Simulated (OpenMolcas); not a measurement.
Fe2+ in a ligand field

Fe2+ with 2 ligands (water) in linear coordination (D2h) at 1.88 Å. Ligand basis ANO-RCC-VDZP.

```json
{"Program": "OpenMolcas 26.06", "Method": "SS-CASPT2, IPEA 0.25 Eh, imaginary shift 0.1 Eh (closed shells correlated: 3s 3p and the ligand valence shells)", "Basis": "ANO-RCC-VDZP [5s4p2d1f]", "Scalar Hamiltonian": "DKH2, point nucleus", "Active space": "6 electrons in 5 orbitals (3d)", "State averaging": "2S+1 = 5 even, 5 roots; 2S+1 = 3 even, 45 roots; 2S+1 = 1 even, 50 roots", "Spin-orbit coupling": "state interaction with AMFI integrals over the reference wave functions"}
```

The lowest spin-free states, above the lowest:

```tsv
State	Degeneracy	E (cm-1)
2S+1 = 5	1	0
2S+1 = 5	1	220
2S+1 = 5	1	1500
2S+1 = 5	1	5070
2S+1 = 5	1	6880
2S+1 = 3	1	18300
2S+1 = 3	1	18300
2S+1 = 3	1	19090
2S+1 = 3	1	19490
2S+1 = 3	1	20450
2S+1 = 3	1	20500
2S+1 = 3	1	20510
2S+1 = 3	1	20600
2S+1 = 3	1	20610
2S+1 = 3	1	20880
2S+1 = 3	1	20890
2S+1 = 3	1	21900
2S+1 = 3	1	21920
2S+1 = 3	1	22340
2S+1 = 3	1	22640
```

The lowest levels with spin-orbit coupling:

| E (cm-1) | Degeneracy | 2S+1 | g |
| --- | --- | --- | --- |
| 0 | 2 | 5 | 0.00 0.00 11.87 |
| 180 | 1 | 5 |  |
| 190 | 1 | 5 |  |
| 300 | 1 | 5 |  |
| 520 | 1 | 5 |  |
| 620 | 1 | 5 |  |
| 670 | 1 | 5 |  |
| 850 | 1 | 5 |  |
| 850 | 1 | 5 |  |
| 1830 | 1 | 5 |  |
| 1840 | 1 | 5 |  |
| 1850 | 1 | 5 |  |
| 1880 | 1 | 5 |  |
| 1880 | 1 | 5 |  |
| 5330 | 2 | 5 | 0.00 0.00 9.10 |
| 5400 | 1 | 5 |  |
| 5400 | 1 | 5 |  |
| 5420 | 1 | 5 |  |
| 7230 | 1 | 5 |  |
| 7240 | 1 | 5 |  |

Powder χT (cm3 K/mol): 4.42 at 2 K, 4.48 at 10 K, 4.8 at 50 K, 5.01 at 100 K, 5.03 at 200 K, 4.91 at 300 K. The effective moment at 300 K is 2.828 √(χT) = 6.27 μB.

The lowest level has 2S+1 = 5, for which the spin-only value is χT = S(S+1) / 2 = 3.000 cm3 K/mol (g = 2). The computed 4.913 at 300 K differs by +1.913, through orbital momentum, spin-orbit coupling and any other state in reach.

Roots that are degenerate in the reference are averaged as groups; the widest CASPT2 spread within a group is 70 cm-1 (the 2-fold group of multiplicity 1 near 30100 cm-1 above the lowest state of its run). Shifts and gaps below about the spread of the groups concerned are not significant. Spin-orbit coupling mixes the spin-free states strongly: the lowest level takes only 63 % from its leading state, an unlabelled state of the same spin as most of the rest. A single d shell leaves out the double-shell effect, which counts most for late 3d ions, where the CASPT2 field can be off either way by tens of per cent. Ligand-to-metal charge-transfer states are missing. For late 3d ions with one d shell CASPT2 can put B and the spin-flip bands somewhat low as well as high. No measured value stands beside these numbers; the geometry is a model, was not optimised and need not be the one that this ion takes.

The CASPT2 steps took 36 s on 1 thread of Arm Neoverse V2 (shared host); the integral step is not counted.

With an even number of electrons the g values are those of a degenerate or nearly degenerate non-Kramers pair.
